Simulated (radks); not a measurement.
Coherent X-ray form factor from a spherical all-electron density. Calculated with a radial shooting solver on a logarithmic mesh with Libxc functionals: scalar-relativistic Kohn-Sham, r2SCAN, spin-polarised, spherical densities, finite nucleus; meta-GGA in the generalised Kohn-Sham scheme; Fermi nuclear charge, rms radius of each element as measured or else 0.836 A^(1/3) + 0.57 fm.

sin(theta)/lambda (1/angstrom),f0 (electrons)
0.05,19.122
0.1,17.364
0.15,15.729
0.2,14.304
0.25,12.967
0.3,11.715
0.4,9.657
0.5,8.276
0.6,7.388
0.8,6.221
1,5.205
1.25,4.005
1.5,3.038
2,1.910

The species is in the configuration that NIST lists as its ground one. Which atom or ion scatters so?

Answer. Neutral calcium, [Ar] 4s2. Extrapolating in s^2 from the first two rows gives f0(0) = 19.7, near the electron count 20; among species with that count, the fall with angle is slower the higher Z, and the table is that of Z = 20; from so few rows the species is fixed only to a neighbour or two.
